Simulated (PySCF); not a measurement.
`O=C/C=C/C=C/C(Cl)=C\[O-]` (charge -1). Computed with PBE0-D3(BJ)/def2-SVP geometry optimisation, gas phase in PySCF.

```
atom  x, y, z in Å
O1     3.7183    0.6932   -1.3420
C2     2.6675    0.3429   -0.8190
C3     1.3372    0.6956   -1.2080
C4     0.2358    0.2244   -0.5215
C5    -1.1200    0.4805   -0.7802
C6    -2.1412   -0.0588   -0.0057
C7    -3.5149    0.0907   -0.1212
Cl8   -4.1969    1.0882   -1.4007
C9    -4.4522   -0.5341    0.7641
O10   -4.1796   -1.2616    1.7133
H11    2.6932   -0.3403    0.0814
H12    1.2201    1.3564   -2.0739
H13    0.4465   -0.4338    0.3360
H14   -1.3874    1.1285   -1.6212
H15   -1.8706   -0.7080    0.8374
H16   -5.5217   -0.2967    0.5131
```

(1) Which two atoms are farthest apart?

(2) Work out the bond lengths C2–H11, C3–H12, C4–C5, C5=C6, C6–C7, C6–H15, C7–Cl8, C9–H16 in pm.

(3) What is the repulsion energy of the bare nuclei, Σ ZA·ZB/RAB?

(4) Give the dihedral angles Cl8–C7–C9–H16, H15–C6–C7–C9, O1–C2–C3–C4, H12–C3–C4–H13, C3–C4–C5–C6.

(5) Where is the centre of mass (commonest isotopes), and what is the radius of gyration?

(6) How far are the heavy atoms from their best plane (unweighted least squares)?

(7) What are the angles C4–C3–H12, C2–C3–H12, C4–C5–C6, C4–C5–H14?

(8) How far apart are these pairs, which share no bond: C4···H12, Cl8···H16, C9···H13, O10···H12?

(9) Write the matrix of distances between heavy atoms (Å, lower triangle).

Answers

(1) O1···H16, 9.48 Å; the next longest distance is 8.69 Å.

(2) For C2–H11 the difference vector is (0.0257, -0.6832, 0.9004) Å, of length 1.1305 Å. C2–H11 113.1; C3–H12 109.6; C4–C5 140.4; C5=C6 139.1; C6–C7 138.7; C6–H15 109.8; C7–Cl8 176.0; C9–H16 112.4 pm.

(3) 502.72 Eh over 120 pairs, with full nuclear charges and distances in bohr; the largest single term is 30.67 Eh (C7 with Cl8).

(4) Cl8–C7–C9–H16 0° (synperiplanar); H15–C6–C7–C9 0° (synperiplanar); O1–C2–C3–C4 180° (antiperiplanar); H12–C3–C4–H13 180° (antiperiplanar); C3–C4–C5–C6 180° (antiperiplanar). Dihedral signs follow IUPAC: positive where, seen along the central bond, the front bond turns clockwise onto the rear one.

(5) Mass 157.006 u; centre at (-1.544, 0.284, -0.492) Å; Rg = √(Σ m r²/M) = 3.181 Å. As Ia + Ib + Ic = 2 Σ m r², the three principal moments sum to 3177.7 u·Å².

(6) 0.001 Å rms; none is more than 0.002 Å off.

(7) From the scalar product of the two bond vectors; for C4–C3–H12 it is -0.7768 Å² over 1.3807 × 1.0955 Å², cos θ = -0.5136. C4–C3–H12 120.9°; C2–C3–H12 117.6°; C4–C5–C6 122.4°; C4–C5–H14 119.0°.

(8) C4···H12 2.159 Å (2 bonds apart); Cl8···H16 2.708 Å (3 bonds apart); C9···H13 4.918 Å (5 bonds apart); O10···H12 7.096 Å (7 bonds apart).

(9) 
```
O1    0.000
C2    1.225  0.000
C3    2.385  1.430  0.000
C4    3.608  2.453  1.381  0.000
C5    4.875  3.790  2.503  1.404  0.000
C6    6.057  4.894  3.757  2.449  1.391  0.000
C7    7.360  6.227  5.009  3.774  2.514  1.387  0.000
Cl8   7.925  6.929  5.551  4.601  3.197  2.736  1.760  0.000
C9    8.526  7.346  6.238  4.920  3.810  2.482  1.433  2.717  0.000
O10   8.691  7.475  6.542  5.167  4.314  2.925  2.374  3.901  1.227  0.000
```

PBE0-D3(BJ)/def2-SVP frequencies: not computed here.

Hardware: one thread of an Arm Neoverse V1, no GPU, shared host with 32 logical CPUs at a one-minute load of 15. Cost: 2.0 min, 0.83 GiB resident at most. This is the geometry optimisation.

One conformer stands for the species.
